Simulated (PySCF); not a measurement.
C2H3O (SMILES C[C]=O), doublet, geometry from GFN2-xTB. Base run: B3LYP/6-31G (PySCF).

Input for PySCF:
```python
from pyscf import gto, scf, dft

mol = gto.Mole()
mol.atom = '''
    C    -0.98280623   -0.64031730    0.00918186
    C     0.00892753    0.45680593    0.00356209
    H    -0.51469410   -1.62955370   -0.00565307
    H    -1.60234727   -0.53869636    0.89822118
    H    -1.62802750   -0.52448715   -0.85962290
    O     1.19854263    0.47422569   -0.01367611
'''
mol.basis = '6-31g'
mol.spin = 1
mol.verbose = 4
mol.build()

mf = dft.UKS(mol)
mf.xc = 'b3lyp'
mf.kernel()
```

Each row names what was changed in the base input (with any setting that the change needs).

```
change                                                                                                                  ΔE vs base (µEh)  fitting functions  dipole (D)
----------------------------------------------------------------------------------------------------------------------  ----------------  -----------------  ----------
base                                                                                                                                 0.0                  -        2.82
auxbasis = even-tempered beta=1.6                                                                                                  -1966                367        2.83
auxbasis = default (with mf = mf.density_fit())                                                                                    -29.6                279        2.82
auxbasis = def2-universal-jfit                                                                                                       150                180        2.82
auxbasis = even-tempered beta=3.0                                                                                                  -3314                166        2.83
auxbasis = cc-pvtz-jkfit                                                                                                           -30.9                327        2.82
exchange = seminumerical (SGX) (with mf = sgx.sgx_fit(mf, auxbasis='def2-universal-jfit'); with mf.with_df.dfj = True)             -89.8                180        2.82
auxbasis = def2-svp-ri                                                                                                             -7801                186        2.82
auxbasis = autoaux                                                                                                                 -2124                271        2.83
auxbasis = even-tempered beta=2.0                                                                                                  -2186                249        2.83
```

A fitting set is made for a task (jfit for Coulomb, jkfit for Coulomb and exchange, ri for correlation) and for a family of orbital bases.

Open shells are given as the SCF converged; they aren't shown to be the lowest states, and a large step between rows can be another state.
